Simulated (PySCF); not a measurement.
CH7FOSi3, SMILES F[SiH2][C@H]1O[SiH2][SiH2]1.

Geometry optimised at PBE0-D3(BJ)/def2-SVP. The structure was generated by enumeration; whether it is a known compound was not checked. The values are those of a single conformer.

Two levels are set side by side: TDA-PBE/def2-SVPD (PySCF) and TDA-LC-ωPBE/def2-SVPD (PySCF). Vertical, same geometry. The lowest singlet is HOMO→LUMO 99 % with PBE and HOMO→LUMO 85 % with the other functional; states are paired by order. Differences are taken from unrounded values.

```tsv
quantity	TDA-PBE
lowest singlet excitation (eV)	4.79
lowest triplet excitation (TDA) (eV)	4.52
```

Task: These are the TDA-PBE values. What does TDA-LC-ωPBE give? (Estimate from the structure and the level; the computed values follow.)

Result: 
```
quantity                              TDA-LC-ωPBE  TDA-PBE minus TDA-LC-ωPBE
------------------------------------  -----------  -------------------------
lowest singlet excitation (eV)               6.15                      -1.37
lowest triplet excitation (TDA) (eV)         5.49                      -0.97
```

A lower first singlet is the usual sign of a functional without exact exchange. Differences between two approximate levels are no errors against the true value.

Rough cost on one machine, each run with all the roots and properties that it gave: TDA-LC-ωPBE against TDA-PBE about 3 times.
